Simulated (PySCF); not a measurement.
Vertical excitations of a molecule C5H5F from PySCF 2.14.0 with TDA-PBE0/def2-SVPD, as energy in eV (oscillator strength): 5.48 (0.125), 6.36 (0.001), 6.74 (0.010), 6.79 (0.045), 7.08 (0.024), 7.46 (0.002), 7.65 (0.002), 7.83 (0.001), 8.12 (0.003), 8.24 (0.120). Lowest triplet (TDA): 3.10 eV. Geometry optimised at PBE0-D3(BJ)/def2-SVP. Other conformers were not sampled.

### Question
Which structure fits?
A. C#C/C(C)=C/F
B. FC1=CCC=C1
C. C#CC1(F)CC1
D. C#C[C@H]1C[C@H]1F

### Answer
B, FC1=CCC=C1
